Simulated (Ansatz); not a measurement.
Basis-set extrapolation for CH₅BFNO, SMILES `NB(O)CF` (PBE0-D4/def2-TZVP geometry, frozen core, Ansatz). Multiplicity 1, RHF reference.

```json
{"": "HF", "def2-TZVPP": "-294.445751", "def2-QZVPP": "-294.459482"}
{"": "MP2 correlation", "def2-TZVPP": "-0.967768", "def2-QZVPP": "-1.045039"}
{"": "CCSD(T) correlation", "def2-TZVPP": "-1.028570", "def2-QZVPP": "not run"}
```

Energies in hartree. Use E(X) = E(∞) + A·exp(−7.88·√X) for Hartree–Fock and E(X) = E(∞) + B·X^(−2.97) for correlation, with X = 3 and 4, and add CCSD(T) minus MP2 of the smaller set to the MP2 limit.

Q: What is the CCSD(T) energy at the basis-set limit?

A: HF limit: -294.459482 + (-0.013731) × 0.13774 = -294.46137. MP2 limit: -1.045039 + (-0.077271) × 0.74074 = -1.10228. Higher-order term: -1.028570 − (-0.967768) = -0.06080. Total: -295.62445 hartree, 94.2 kcal/mol below CCSD(T)/def2-TZVPP.
